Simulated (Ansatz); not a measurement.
`ClBC1C[SiH2]1` + HBr → `ClBBr` + `C1C[SiH2]1`  (ligand exchange at a B–C bond)

Gas-phase electronic energies from Ansatz, PBE0-D4/def2-TZVP geometries. CBS: MP2 limit from def2 TZ/QZ plus the TZ coupled-cluster correction, frozen cores. Functionals use def2-TZVPP. For Br outer-core shells are correlated without core-valence functions, which leaves a few kJ/mol of doubt a bond. Scalar relativity is left out up to krypton. One conformer a species, not always the lowest.

`ClBC1C[SiH2]1`:

Z-matrix (Å, degrees):
```
C
B 1 1.504
Si 1 1.905 2 105.5
C 1 1.527 2 125.1 3 -68.4
H 1 1.087 2 117.4 3 123.1
Cl 2 1.773 1 121.0 3 69.1
H 2 1.193 1 122.3 3 -109.4
H 3 1.476 1 115.7 2 130.3
H 3 1.472 1 119.2 2 -15.3
H 4 1.086 1 115.3 2 -20.4
H 4 1.084 1 115.7 2 -156.8
```

HBr:

```xyz
2

Br    0.188    0.178    0.662
H    -0.188   -0.178   -0.662
```

`ClBBr`:

```xyz
4

Cl    0.491    0.232    1.607
B    -0.074   -0.135    0.014
Br    0.267    1.035   -1.438
H    -0.685   -1.133   -0.183
```

`C1C[SiH2]1`:

```xyz
9

C    -0.544    0.777   -0.166
C    -0.176   -0.616   -0.719
Si    0.689   -0.154    0.847
H    -1.556    0.894    0.208
H    -0.213    1.629   -0.750
H    -0.958   -1.367   -0.689
H     0.383   -0.632   -1.648
H     2.112    0.242    0.798
H     0.262   -0.773    2.119
```

```csv
level,ΔE (eV)
PBE,-0.24
r2SCAN,-0.21
PBE0,-0.23
CCSD/def2-TZVPP,-0.22
CCSD(T)/def2-TZVPP,-0.20
MP2/def2-QZVPP,-0.18
SCS-MP2/def2-QZVPP,-0.22
CCSD/CBS(def2),-0.22
```

(1) What does CCSD(T)/CBS give? (An estimate is asked.)

Largest T1 diagnostic among the species: 0.011.

Results:

(1) Ansatz gave: -0.19 eV. The listed levels differ from it by -0.05, -0.02, -0.04, -0.03, -0.01, 0.01, -0.03, -0.03 eV.

The D4 term adds +0.09 eV with B3LYP and +0.05 eV with PBE0; it sums over pairs of atoms, weighted by their polarisabilities, and B3LYP, whose exchange is more repulsive, gets the larger term. In def2-TZVPP, CCSD(T) changes the Hartree–Fock value by +0.14 eV (the triples alone add +0.02 eV) and MP2 by +0.16 eV.

B3LYP here is the variant with VWN-RPA as its local correlation; programs differ in this.
